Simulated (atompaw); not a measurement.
# caesium: variants of one PAW (atompaw) potential

Base potential:

atompaw 4.2.0.5 input, output lines left out:

```
Cs 55
LDA-PW scalarrelativistic loggrid 2001 logderivrange -4 5 226
6 6 5 0 0 0
6 0 1
6 1 0
5 2 0
0 0 0
c
c
c
c
v
v
c
c
c
v
v
c
c
v
2
3.00 2.30 2.85 2.30
n
n
y
3.2
n
custom polynom vanderbiltortho sinc
3 0 ultrasoft
2.20
2.60
3.00
3.00
3.00
3.00
```

All-electron outer shells of the reference configuration (LDA (PW92), scalar-relativistic, ld1.x):

| shell | level (eV) | outermost node (bohr) | outermost maximum (bohr) |
| --- | --- | --- | --- |
| 4p | -160.49 | 0.36 | 0.67 |
| 4d | -74.26 | 0.33 | 0.72 |
| 5s | -26.90 | 0.82 | 1.54 |
| 5p | -13.61 | 0.89 | 1.76 |
| 6s | -2.22 | 2.10 | 4.68 |
| 6p | -0.78 | 2.61 | 6.55 |
| 5d | -0.48 | 1.06 | 3.46 |

Cutoffs, loose and tight: the cutoffs (Ry, on a coarse ladder) from which the occupation-weighted sum of valence levels, in a spherical-Bessel basis at the reference potential, stays within 10 and 1 mRy of its value at 400 Ry. They see the waves, projectors and local potential, not the compensation charge or the core. A dash means not determined.

A true bound ghost makes a file unfit for plane-wave use even where its test errors are small: the radial tests pick states by their node count and pass the ghost by.

| change | outcome | cutoff, loose | cutoff, tight | bound ghosts |
| --- | --- | --- | --- | --- |
| base | generated | 8 Ry | 15 Ry | none |
| wave 5d channel at 3.2 Ry: rc 3.00 bohr becomes 5d channel at 0.29 Ry: rc 3.00 bohr | generated | 8 Ry | 15 Ry | none |
| augmentation sinc compensation charge, radius 2.74 bohr; PAW radius 3.00 bohr; waves and projectors: custom polynom vanderbiltortho | generated | 8 Ry | 15 Ry | none |
| wave 5d channel at 3.2 Ry: rc 3.00 bohr becomes 5d channel at 3.2 Ry: rc 1.64 bohr | generated | 8 Ry | 15 Ry | none |
| wave 6s (bound): rc 2.60 bohr becomes 6s (bound): rc 2.34 bohr | generated | 8 Ry | 15 Ry | none |
| waves 5s (bound); 6s (bound); 5p (bound); 6p (bound); 5d (bound); 5d channel at 3.2 Ry; augmentation sinc compensation charge, radius 2.30 bohr; PAW radius 3.00 bohr; waves and projectors: bloechl | generated | 12 Ry | 15 Ry | none |
| core correction smooth core density matched at 2.60 bohr | generated | 8 Ry | 15 Ry | none |

Question: What comes out with this change to the base: all radii scaled by about 1.07 (s 2.36, p 3.22, d 3.22 bohr); local potential ultrasoft scheme with l = 3 at 0 Ry, radius 3.06 bohr; augmentation sinc compensation charge, radius 2.46 bohr; PAW radius 3.22 bohr; waves and projectors: custom polynom vanderbiltortho; core correction smooth core density matched at 2.46 bohr?

Answer: outcome: generated; cutoff, loose: 8 Ry; cutoff, tight: 12 Ry; bound ghosts: none.

Question: What comes out with this change to the base: core [Xe], valence charge 1; reference 5d0 6s1 6p0; waves now 6s (bound): rc 3.00 bohr; 6s channel at 0.3 Ry: rc 3.00 bohr; 6p (bound): rc 3.00 bohr; 6p channel at 0.8 Ry: rc 3.00 bohr; 5d (bound): rc 3.00 bohr; 5d channel at 4.65 Ry: rc 3.00 bohr; local potential ultrasoft scheme with l = 3 at 0 Ry, radius 2.65 bohr; core correction smooth core density matched at 2.45 bohr; augmentation sinc compensation charge, radius 2.85 bohr; PAW radius 3.00 bohr; waves and projectors: custom polynom vanderbiltortho?

Answer: outcome: generated; cutoff, loose: 6 Ry; cutoff, tight: 6 Ry; bound ghosts: s, p.

Question: What comes out with this change to the base: augmentation sinc compensation charge, radius 2.30 bohr; PAW radius 3.00 bohr; waves and projectors: custom rrkj gramschmidtortho?

Answer: outcome: generated; cutoff, loose: 10 Ry; cutoff, tight: 15 Ry; bound ghosts: none.
